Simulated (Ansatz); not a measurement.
Reactions of `[SiH3]SC1CO1`.

Program: Ansatz. Geometries: PBE0-D4/def2-TZVP. ΔE: electronic, gas phase. CCSD(T)/CBS adds triple-zeta CCSD(T) − MP2 to the extrapolated MP2 energy (def2 sets, frozen cores). This one scheme is used for every species. Elements past krypton have def2 core potentials. For Ge, In outer-core shells are correlated without core-valence functions, which leaves a few kJ/mol of doubt a bond. Scalar relativity is left out up to krypton. One conformer a species, not always the lowest.

Task: Order these by ΔE at CCSD(T)/CBS, lowest first. (An estimate is asked.)
A. `[SiH3]SC1CO1` + `[OH][In]([SH])[Cl]` → `[SiH3][O][In]([SH])[Cl]` + `SC1CO1`
B. `[SiH3]SC1CO1` + `B1CN1` → `[SiH3]N1BC1` + `SC1CO1`
C. `[SiH3]SC1CO1` + `[OH][GeH3]` → `[GeH3][O]C1CO1` + `[SiH3]S`
D. `[SiH3]SC1CO1` → `[SiH3]O/C=C\S`
E. `[SiH3]SC1CO1` → `C[SiH](S)C=O`
F. `[SiH3]SC1CO1` → `[SiH3]C1(S)CO1`
G. `[SiH3]SC1CO1` + `CC(N)S` → `CC(S)N[SiH3]` + `SC1CO1`
H. `[SiH3]SC1CO1` + `CCB(O)O` → `CCB(O)O[SiH3]` + `SC1CO1`

Result: E (-150.3 kJ/mol), D (-96.4 kJ/mol), A (-42.8 kJ/mol), H (-29.1 kJ/mol), B (-12.6 kJ/mol), G (+4.2 kJ/mol), C (+12.9 kJ/mol), F (+66.6 kJ/mol).

Largest T1 diagnostic: 0.015, for `[OH][In]([SH])[Cl]`.
